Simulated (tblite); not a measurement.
C₅H₁₁BO₂S.
Numbering: `[CH3:1][O:2][B:3]([O:4][CH3:5])[C@@H:6]1[CH2:7][C@H:8]1[SH:9]` (hydrogens: H10, H11, H12 on C1; H13, H14, H15 on C5; H16 on C6; H17, H18 on C7; H19 on C8; H20 on S9)

Computed with GFN2-xTB (tblite), gas phase: L-BFGS steps from a force-field or distance-geometry start until the largest atomic force falls under 0.01 eV/Å.

Geometry at step 9:
```
atom  x, y, z in Å
C1     -2.0998   -1.8503    0.1212
O2     -0.7525   -1.4126    0.2345
B3     -0.5285   -0.0918    0.0675
O4     -1.6182    0.6967   -0.1865
C5     -1.7501    1.9797    0.3734
C6      0.9577    0.4462    0.0119
C7      1.7652   -0.1122   -1.1426
C8      2.0977   -0.4990    0.2599
S9      3.5945    0.1425    1.0470
H10    -2.0795   -2.8974    0.4010
H11    -2.8019   -1.3014    0.7640
H12    -2.4322   -1.6957   -0.9091
H13    -2.4638    2.5388   -0.2325
H14    -0.7987    2.5178    0.4278
H15    -2.1368    1.8303    1.3900
H16     1.1651    1.4860    0.2484
H17     1.2469   -0.8356   -1.7600
H18     2.4153    0.5645   -1.6839
H19     1.8744   -1.4969    0.6087
H20     4.3401    0.0012   -0.0439
```

Problem. What forces act on the atoms?

Solution. 
| atom | Fx (eV/Å) | Fy (eV/Å) | Fz (eV/Å) |
| --- | --- | --- | --- |
| C1 | 0.107 | -0.098 | -0.062 |
| O2 | -0.360 | 0.186 | -0.143 |
| B3 | 0.135 | 0.262 | -0.029 |
| O4 | 0.018 | 0.090 | 0.331 |
| C5 | -0.049 | -0.076 | -0.018 |
| C6 | -0.078 | -0.100 | 0.071 |
| C7 | -0.065 | 0.066 | 0.080 |
| C8 | 0.001 | 0.002 | -0.018 |
| S9 | -0.077 | -0.005 | -0.202 |
| H10 | -0.205 | -0.202 | -0.098 |
| H11 | 0.379 | -0.021 | 0.018 |
| H12 | -0.027 | -0.243 | 0.056 |
| H13 | 0.007 | 0.025 | 0.064 |
| H14 | -0.100 | -0.027 | -0.051 |
| H15 | -0.028 | 0.352 | -0.074 |
| H16 | -0.024 | -0.105 | -0.002 |
| H17 | 0.263 | -0.021 | 0.022 |
| H18 | 0.005 | -0.112 | 0.088 |
| H19 | -0.074 | -0.001 | -0.072 |
| H20 | 0.172 | 0.028 | 0.041 |

The largest, 0.43 eV/Å, acts on O2; the rms over all components is 0.135 eV/Å. The forces sum to zero within rounding, as they must for an isolated molecule in no field.

Problem. Give the force on O2 in Eh/bohr and in nN.

Solution. 0.430 eV/Å ÷ 51.422 = 0.00836 Eh/bohr, and 0.430 eV/Å × 1.602 = 0.69 nN.

Problem. How far is this geometry from the end of the optimisation?

Solution. 0.305 eV above it, and 0.278 Å rms away after alignment. The bonds farthest from their final lengths, with half the difference of the two atoms' forces along the bond (positive lengthens):

```json
{"bond": "B3–O4", "now (Å)": "1.369", "final (Å)": "1.356", "force along bond (eV/Å)": "-0.04"}
{"bond": "C1–O2", "now (Å)": "1.421", "final (Å)": "1.411", "force along bond (eV/Å)": "-0.18"}
{"bond": "C1–H11", "now (Å)": "1.099", "final (Å)": "1.091", "force along bond (eV/Å)": "-0.04"}
{"bond": "C1–H10", "now (Å)": "1.084", "final (Å)": "1.091", "force along bond (eV/Å)": "+0.04"}
{"bond": "O2–B3", "now (Å)": "1.350", "final (Å)": "1.356", "force along bond (eV/Å)": "+0.07"}
{"bond": "C8–S9", "now (Å)": "1.809", "final (Å)": "1.803", "force along bond (eV/Å)": "-0.07"}
```

The angle farthest from its final value is B3–C6–C7, 113.7° against 119.9°.

Of the 2 listed bonds off by 0.010 Å or more, this force points towards the final length in 2.

What follows is the cost of the whole relaxation. The run took 0.7 s wall on one thread of an Arm Neoverse V1, shared host with 32 logical CPUs at a one-minute load of 28.
